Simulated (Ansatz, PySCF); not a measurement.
Gas-phase reaction in SMILES: O=C(O)C(F)(F)F -> O=[C]O + F[C](F)F (the C-C bond at the site shown breaks; other sites are not compared here)
Geometries: B3LYP-D3(BJ)/def2-TZVP minima from Ansatz (a program for electronic structure), one conformer each, not searched for the lowest. Frequencies are from Ansatz or PySCF.

Wanted: bond dissociation energy (enthalpy at 298 K, with B3LYP-D3(BJ) rigid-rotor harmonic-oscillator terms), in kJ/mol. Valence correlation only, unless marked. Open shells are spin-unrestricted. No spin-orbit coupling. Non-relativistic. CBS marks a two-point X^-3 extrapolation of the correlation energy; Hartree-Fock from the larger set. The bracket is a focal-point correction in the basis named.

```csv
level,program,bond dissociation energy (kJ/mol)
HF-D4/def2-TZVPD,PySCF + dftd4,295.6
B3LYP-D3(BJ)/def2-TZVPD,Ansatz + dftd3,349.8
PBE0/def2-SVP,Ansatz,377.8
LC-wPBE-D3(BJ)/def2-TZVPD,Ansatz + dftd3,362.7
MP2/6-31G*,Ansatz,389.4
RI-MP2/aug-cc-pVQZ,Ansatz,393.6
```

**Question.** Predict the RI-MP2/CBS(cc-pVTZ,cc-pVQZ)+[CCSD(T)-MP2]/cc-pVTZ result (Ansatz).

**Answer.** 385.4 kJ/mol, so RI-MP2/aug-cc-pVQZ differs from it by 8.2 kJ/mol.
